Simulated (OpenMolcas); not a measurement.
# B⁺: effect of the active space

```json
{
  "Program": "OpenMolcas 26.06",
  "Method": "CASSCF or its RAS form",
  "Basis": "ANO-RCC-VTZP",
  "Scalar Hamiltonian": "DKH3, point nucleus",
  "Spin-orbit coupling": "state interaction with AMFI integrals over the reference wave functions, term energies averaged over their components"
}
```

A. 2 electrons in 4 orbitals (2s 2p); 2S+1 = 1 even, 1 root; 2S+1 = 3 even, 3 roots kept (CI in the orbitals of an earlier block, 0 in the spin-orbit step); 2S+1 = 1 odd, 3 roots; 2S+1 = 3 odd, 3 roots kept (CI in the orbitals of an earlier block); cost roughly 7 core-seconds
B. 2 electrons in 9 orbitals (RAS2 2s 2p; RAS3 3d, at most 2 electrons); 2S+1 = 1 even, 6 roots; 2S+1 = 3 even, 3 roots kept (CI in the orbitals of an earlier block); 2S+1 = 1 odd, 3 roots; 2S+1 = 3 odd, 3 roots kept (CI in the orbitals of an earlier block); cost about 16 core-seconds

Energies in cm-1 above 2s2 1S0, the measured ground level; measured values from NIST Handbook of Basic Atomic Spectroscopic Data.

```csv
Level,A,B,Measured
2s2 1S0,0.0,0.0,0.0
2s 2p 3P* 0,40559,37818,37336
2s 2p 3P* 1,40566,37825,37342
2s 2p 3P* 2,40580,37839,37358
2s 2p 1P* 1,84363,75531,73397
```

Deviations, from unrounded energies. A percentage is the sum of absolute deviations over the sum of measured energies, with the sign that they share, or ± where signs differ.

| Against measurement | Levels | A | B |
| --- | --- | --- | --- |
| mean absolute deviation (cm-1) | 4 | 5200 | 900 |
| other configurations (%) | 4 | +11.1 | +1.9 |

B lies closest to measurement on these levels. The largest miss of B in the table is 2s 2p 1P* 1, by +2100 cm-1. The ranking rests on the paired levels alone, and a cruder setting can come out closer through cancelling errors.

Between A and B the level of the table that moves most is 2s 2p 1P* 1, by 8800 cm-1 (lowest in B, highest in A).

Without dynamic correlation excited terms often stand tens of per cent too high (terms of higher spin than the ground term too low), and those without a measured partner can miss by more than the paired ones. Terms from blocks run as CI alone lack orbitals of their own. Active for correlation alone: 3d; no level in the range computed is led by a configuration that fills it, so any true level of that kind is missing (holds for B). Measured partners are found by configuration, term and J. A level has none where our copy of the source lacks it or the pairing is in doubt (some pairs that miss far off the trend of their configuration count as doubtful), and it then counts in no deviation. Only configurations of the active space appear. The table leaves out levels that lie high or whose names do not pair safely across all columns.

* marks odd parity.
